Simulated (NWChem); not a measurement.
System: Si2NH5, singlet; SMILES [Si]([SiH3])N

NWChem input:

```
start job
memory heap 200 mb stack 900 mb global 1100 mb
geometry units angstroms noautoz
  Si    -0.878398     0.845898    -0.002946
  N      0.675731     1.623715     0.000647
  H      0.753523     2.646660     0.000776
  H      1.601565     1.180565     0.002906
  Si     0.045037    -1.400755    -0.001227
  H      1.562743    -1.414699     0.003887
  H     -0.406570    -2.183036    -1.213609
  H     -0.414852    -2.185279     1.206558
end
basis spherical
  * library 6-31g*
end
dft
  xc xpbe96 cpbe96
  iterations 150
end
tddft
  cis
  nroots 8
  notriplet
end
task tddft energy
```

Output (shortened):

```
             Northwest Computational Chemistry Package (NWChem) 7.3.0
             --------------------------------------------------------

 CS  symmetry detected

                             Geometry "geometry" -> ""
                             -------------------------

 Output coordinates in angstroms (scale by  1.889725989 to convert to a.u.)

  No.       Tag          Charge          X              Y              Z
 ---- ---------------- ---------- -------------- -------------- --------------
    1 Si                  14.0000    -0.75817332     0.82769156     0.00000000
    2 N                    7.0000     0.81834373     1.55907595     0.00000000
    3 H                    1.0000     0.92643880     2.57926392     0.00000000
    4 H                    1.0000     1.73063086     1.08866363     0.00000000
    5 Si                  14.0000     0.09822868    -1.44535936     0.00000000
    6 H                    1.0000     1.61486124    -1.50430736     0.00000000
    7 H                    1.0000    -0.38055602    -2.21490135    -1.21008991
    8 H                    1.0000    -0.38055602    -2.21490135     1.21008991

 Effective nuclear repulsion energy (a.u.)     132.9392125616

      Symmetry information
      --------------------

 Group name             Cs
 Group number              2
 Group order               2
 No. of unique centers     7

  pbe96 is a nonlocal functional; adding pw91lda local functional.

                                 NWChem DFT Module
                                 -----------------

 Summary of "ao basis" -> "ao basis" (spherical)
 ------------------------------------------------------------------------------
       Tag                 Description            Shells   Functions and Types
 ---------------- ------------------------------  ------  ---------------------
 Si                          6-31g*                  8       18   4s3p1d
 N                           6-31g*                  6       14   3s2p1d
 H                           6-31g*                  2        2   2s

      Symmetry analysis of basis
      --------------------------

        a'         44
        a"         16

            General Information
            -------------------
          SCF calculation type: DFT
          Wavefunction type:  closed shell.
          No. of atoms     :     8
          No. of electrons :    40
           Alpha electrons :    20
            Beta electrons :    20
          Charge           :     0
          Spin multiplicity:     1
          Use of symmetry is: off; symmetry adaption is: on
          Maximum number of iterations: 150
          AO basis - number of functions:    60
                     number of shells:    32
          Convergence on energy requested:  1.00D-06
          Convergence on density requested:  1.00D-05
          Convergence on gradient requested:  5.00D-04

              XC Information
              --------------
          PerdewBurkeErnzerhof Exchange Functional  1.000
            Perdew 1991 LDA Correlation Functional  1.000 local
           PerdewBurkeErnz. Correlation Functional  1.000 non-local

             Grid Information
             ----------------
          Grid used for XC integration:  medium
          Radial quadrature: Mura-Knowles
          Angular quadrature: Lebedev.
          Tag              B.-S. Rad. Rad. Pts. Rad. Cut. Ang. Pts.
          ---              ---------- --------- --------- ---------
          Si                  1.10       88          10.0       590
          N                   0.65       49          10.0       434
          H                   0.35       45          12.0       434
          Grid pruning is: on
          Number of quadrature shells:   450
          Spatial weights used:  Erf1

      Superposition of Atomic Density Guess
      -------------------------------------

 Sum of atomic energies:        -634.41951598

      Non-variational initial energy
      ------------------------------

 Total energy =    -635.263536
 1-e energy   =   -1141.747397
 2-e energy   =     373.544649
 HOMO         =      -0.201792
 LUMO         =      -0.049848

      Symmetry analysis of molecular orbitals - initial
      -------------------------------------------------

  Numbering of irreducible representations:

     1 a'          2 a"

  Orbital symmetries:

[...]

                                NWChem TDDFT Module
                                -------------------

            General Information
            -------------------
           No. of orbitals :     120
            Alpha orbitals :      60
             Beta orbitals :      60
        Alpha frozen cores :       0
         Beta frozen cores :       0
     Alpha frozen virtuals :       0
      Beta frozen virtuals :       0
         Spin multiplicity :       1
    Number of AO functions :      60
        Use of symmetry is : off
      Symmetry adaption is : on
         Schwarz screening :  0.10D-07

              XC Information
              --------------
   PerdewBurkeErnzerhof Exchange Functional   1.00
     Perdew 1991 LDA Correlation Functional   1.00 local
    PerdewBurkeErnz. Correlation Functional   1.00 non-local

             TDDFT Information
             -----------------
          Calculation type : Tamm-Dancoff TDDFT
         Wavefunction type : Restricted singlets
          No. of electrons :      40
           Alpha electrons :      20
            Beta electrons :      20
              No. of roots :       8
          Max subspacesize :    5600
            Max iterations :     100
               Target root :       1
           Target symmetry : none
      Symmetry restriction : off
                 Algorithm : Optimal
        Davidson threshold :  0.10D-03

    8 smallest eigenvalue differences (eV)
--------------------------------------------------------
  No. Spin  Occ  Vir  Irrep   E(Occ)    E(Vir)   E(Diff)
--------------------------------------------------------
    1    1   20   21 a"       -0.185    -0.094     2.479
    2    1   20   22 a'       -0.185    -0.024     4.404
    3    1   19   21 a'       -0.261    -0.094     4.545
    4    1   18   21 a"       -0.286    -0.094     5.206
    5    1   20   23 a'       -0.185     0.018     5.529
    6    1   17   21 a'       -0.299    -0.094     5.555
    7    1   16   21 a"       -0.304    -0.094     5.708
    8    1   20   24 a"       -0.185     0.043     6.209
--------------------------------------------------------

  Entering Davidson iterations
  Restricted singlet excited states

  Iter   NTrls   NConv    DeltaV     DeltaE      Time
  ----  ------  ------  ---------  ---------  ---------
    1      8       0     0.23E+00   0.10+100        2.4
    2     16       0     0.10E+00   0.35E-01        2.4
    3     24       0     0.36E-01   0.17E-01        2.7
    4     32       4     0.60E-01   0.32E-02        3.3
    5     36       5     0.50E-02   0.56E-02        2.3
    6     39       7     0.22E-03   0.47E-04        2.2
    7     40       8     0.72E-04   0.85E-07        1.5
  ----  ------  ------  ---------  ---------  ---------
  Convergence criterion met

  Ground state a'       -636.305345321831 a.u.

  ----------------------------------------------------------------------------
  Root   1 singlet a"             0.108764210 a.u.                2.9596 eV
  ----------------------------------------------------------------------------
     Transition Moments    X -0.00000   Y  0.00000   Z  0.37037
     Dipole Oscillator Strength                    0.0099466036
     Electric Quadrupole                           0.0000000591
     Magnetic Dipole                               0.0000012327
     Total Oscillator Strength                     0.0099478954

     Occ.   16  a'  ---  Virt.   21  a"      -0.07919
     Occ.   18  a'  ---  Virt.   21  a"       0.09182
     Occ.   20  a'  ---  Virt.   21  a"      -0.98811
  ----------------------------------------------------------------------------
  Root   2 singlet a'             0.183446113 a.u.                4.9918 eV
  ----------------------------------------------------------------------------
     Transition Moments    X -0.15440   Y  0.75353   Z  0.00000
     Dipole Oscillator Strength                    0.0723562761
     Electric Quadrupole                           0.0000000808
     Magnetic Dipole                               0.0000018231
     Total Oscillator Strength                     0.0723581801

     Occ.   19  a"  ---  Virt.   21  a"      -0.10781
     Occ.   20  a'  ---  Virt.   22  a'      -0.92227
     Occ.   20  a'  ---  Virt.   23  a'      -0.31644
     Occ.   20  a'  ---  Virt.   25  a'       0.12713
     Occ.   20  a'  ---  Virt.   26  a'      -0.07026
  ----------------------------------------------------------------------------
  Root   3 singlet a"             0.201748094 a.u.                5.4898 eV
  ----------------------------------------------------------------------------
     Transition Moments    X  0.00000   Y  0.00000   Z -0.33098
     Dipole Oscillator Strength                    0.0147336931
     Electric Quadrupole                           0.0000000217
     Magnetic Dipole                               0.0000000927
     Total Oscillator Strength                     0.0147338074

     Occ.   16  a'  ---  Virt.   21  a"       0.49164
     Occ.   18  a'  ---  Virt.   21  a"       0.83638
     Occ.   20  a'  ---  Virt.   24  a"       0.22254
  ----------------------------------------------------------------------------
  Root   4 singlet a'             0.206151208 a.u.                5.6097 eV
  ----------------------------------------------------------------------------
     Transition Moments    X -0.33586   Y -0.07406   Z  0.00000
     Dipole Oscillator Strength                    0.0162564505
     Electric Quadrupole                           0.0000000300
     Magnetic Dipole                               0.0000000103
     Total Oscillator Strength                     0.0162564908

[...]
```

Level: PBE/6-31G* (spherical d), TDA. Low-valent species are run as closed-shell singlets; no triplet was tried in these runs. Coordinates come from a PBE-D3(BJ)/def2-SVP optimisation.
